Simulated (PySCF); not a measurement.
Ar²⁺ (argon, charge +2): PBE calculation

Configuration: [Ne] 3s1 3p5, high-spin 3P determinant (an excited configuration). All numbers are calculated (PySCF 2.14, no relativity, point nucleus, in aug-cc-pwCVTZ (8s7p5d3f, 75 functions)).

```
Total energy                                                  : -525.2108 hartree
One-electron energy                                           : -708.6943 hartree
Hartree (Coulomb) energy                                      : 213.3231 hartree
Exchange-correlation energy                                   : -29.8396 hartree
Kinetic energy                                                : 524.37683 hartree
⟨S²⟩                                                          : 2.0017
⟨L²⟩                                                          : 2.014
Sum of ⟨r⟩                                                    : 11.90 bohr
Sum of ⟨r²⟩                                                   : 15.99 bohr²
Traceless quadrupole moment −½Σ⟨3z² − r²⟩ along its main axis : 0.913 e·bohr²
Density at the nucleus (Gaussians lack the cusp)              : 3770 bohr⁻³
Spin density at the nucleus                                   : 17.3 bohr⁻³
Langevin diamagnetic susceptibility                           : -12.7 ×10⁻⁶ cm³/mol
```

```csv
shell,electrons,mean orbital energy (eV),spread (eV),"rms radius, mean of both spins (bohr)"
1s α,1,-3138.6,0,0.0999
1s β,1,-3138.0,0,0.0999
2s α,1,-325.95,0,0.453
2s β,1,-325.39,0,0.453
2p α,3,-261.10,0.883,0.420
2p β,3,-260.44,0.326,0.420
3s α,1,-52.097,0,1.42
3p α,3,-37.047,1.882,1.58
3p β,2,-34.566,0,1.58
```
